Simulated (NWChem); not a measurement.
System meant: CH$_{4}$FNTi; SMILES [CH3][Ti]([F])=[NH]

The following NWChem deck was run.

```
start job
memory heap 200 mb stack 900 mb global 1100 mb
geometry units angstroms noautosym nocenter noautoz
  Ti    -0.119077    -0.088437     0.206307
  N     -1.551470     0.325607    -0.502506
  H     -2.382889     0.332191    -1.092020
  F      0.442617    -1.745557    -0.100377
  C      1.262773     1.410366    -0.252096
  H      2.246800     1.197757     0.205540
  H      0.917197     2.407471     0.070613
  H      1.397954     1.456348    -1.346581
end
basis spherical
  * library def2-svp
end
dft
  xc m06-l
  iterations 150
end
property
  shielding
end
task dft property
```

End of the output:

```
 Vector   27  Occ=0.000000D+00  E=-4.954732D-02
              MO Center= -2.8D-01, -1.2D-01,  2.0D-01, r^2= 2.1D+00
   Bfn.  Coefficient  Atom+Function         Bfn.  Coefficient  Atom+Function
  ----- ------------  ---------------      ----- ------------  ---------------
    19      0.419208  1 Ti d  2              18      0.386710  1 Ti d  1
    16      0.308503  1 Ti d -1               5     -0.278629  1 Ti s
    40     -0.227413  2 N  pz                15     -0.207755  1 Ti d -2
    37      0.207769  2 N  pz                14     -0.198652  1 Ti pz
    17     -0.195289  1 Ti d  0              24      0.172210  1 Ti d  2

 center of mass
 --------------
 x =  -0.02861603 y =  -0.20505550 z =  -0.09288901

 moments of inertia (a.u.)
 ------------------
         361.790578867050         -21.921975280000         -22.531688485436
         -21.921975280000         286.091368888283          23.199404195819
         -22.531688485436          23.199404195819         581.509577450188

     Multipole analysis of the density
     ---------------------------------

     L   x y z        total         alpha         beta         nuclear
     -   - - -        -----         -----         ----         -------
     0   0 0 0     -0.000000    -24.000000    -24.000000     48.000000

     1   1 0 0     -0.334153     -0.412050     -0.412050      0.489947
     1   0 1 0      0.211897      1.542533      1.542533     -2.873168
     1   0 0 1      0.988058      3.855100      3.855100     -6.722143

     2   2 0 0    -25.290289    -87.662345    -87.662345    150.034402
     2   1 1 0      0.305116    -11.580859    -11.580859     23.466835
     2   1 0 1      0.777517     -6.491397     -6.491397     13.760310
     2   0 2 0    -29.971740   -103.786739   -103.786739    177.601738
     2   0 1 1     -0.307461      7.007603      7.007603    -14.322667
     2   0 0 2    -21.170925    -21.707503    -21.707503     22.244081

          -----------------------------------------
          Chemical Shielding Tensors (GIAO, in ppm)
          -----------------------------------------

 ------------------------------------------------------------------------
  xm06: d2 not coded                    0
 ------------------------------------------------------------------------
 ------------------------------------------------------------------------
  current input line :
    23: task dft property
 ------------------------------------------------------------------------
 ------------------------------------------------------------------------
 This error has not yet been assigned to a category
 ------------------------------------------------------------------------
 For more information see the NWChem manual at https://nwchemgit.github.io

0: xm06: d2 not coded:Received an Error in Communication
```

What is wrong, and how is it mended?

The program stopped with an error. Cause: this functional's second derivatives, which shieldings need, aren't coded here; the fix takes a hybrid GGA instead. This input runs:
```
start job
memory heap 200 mb stack 900 mb global 1100 mb
geometry units angstroms noautosym nocenter noautoz
  Ti    -0.119077    -0.088437     0.206307
  N     -1.551470     0.325607    -0.502506
  H     -2.382889     0.332191    -1.092020
  F      0.442617    -1.745557    -0.100377
  C      1.262773     1.410366    -0.252096
  H      2.246800     1.197757     0.205540
  H      0.917197     2.407471     0.070613
  H      1.397954     1.456348    -1.346581
end
basis spherical
  Ti library def2-svp
  N library def2-svp
  H library def2-svp
  F library def2-svp
  C library def2-svp
end
dft
  xc pbe0
  iterations 150
end
property
  shielding
end
task dft property
```
It converges to -1043.94941 Ha (PBE0/def2-SVP, GIAO).
